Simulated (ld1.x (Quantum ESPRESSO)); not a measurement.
# Transferability test, PAW potential for Zr (Z = 40)

zirconium (Zr), PAW, made with ld1.x (Quantum ESPRESSO) 7.5 (PBE, scalar-relativistic). Core [Kr], reference 4d2 5s2 5p0. Waves: 5s (bound): rcut 3.35, rcutus 3.65 bohr; 5s channel at 1.85 Ry: rcut 3.35, rcutus 3.65 bohr; 5p (bound, empty): rcut 2.95, rcutus 3.30 bohr; 5p channel at 0.35 Ry: rcut 2.95, rcutus 3.30 bohr; 4d (bound): rcut 1.75, rcutus 1.95 bohr; 4d channel at 0.4 Ry: rcut 1.75, rcutus 1.95 bohr. Local part: all-electron potential smoothed inside 2.35 bohr (lloc = -1). Core correction: Bessel-smoothed model core inside 1.55 bohr. Augmentation charge: PSQ, inside the norm-conserving radii.

Energies are relative to the spin-unpolarised reference configuration 4d2 5s2 5p0; without spin polarisation the order of configurations can differ from experiment. Not all tests gave a result: 1 of 7 tests not solved or not reliable. Left out of the table: 4d3 5s1 5p0 (solver errors, printed error -70.7 eV). The frozen-core shift is the all-electron ΔE with the core orbitals held at their reference shape minus the fully relaxed ΔE.

```csv
valence configuration,charge,ΔE all-electron (eV),error AE − PS (meV),frozen-core shift (meV)
4d2 5s0 5p0,+2,20.077,-22,+22
4d2 5s1.5 5p0,+0.5,2.880,-2.3,+0.7
4d1 5s2 5p0,+1,7.664,-118,+96
4d3 5s0 5p0,+1,7.521,-56,+55
```

What are ΔE and the potential's error for 4d1 5s0 5p0?

ΔE = 42.704 eV all-electron; the error (AE − PS) is -367 meV.

What are ΔE and the potential's error for 4d2 5s1 5p0?

ΔE = 7.137 eV all-electron; the error (AE − PS) is -7.0 meV.

Levels in the configuration 4d2 5s0 5p0:

```csv
level,all-electron (eV),pseudo (eV)
4d,-17.300,-17.383
```

Note: ghost states, extra bound levels that the all-electron valence spectrum of the same l lacks: s at -12.4 eV, p at -1.52 eV. A true bound ghost makes a file unfit for plane-wave use.
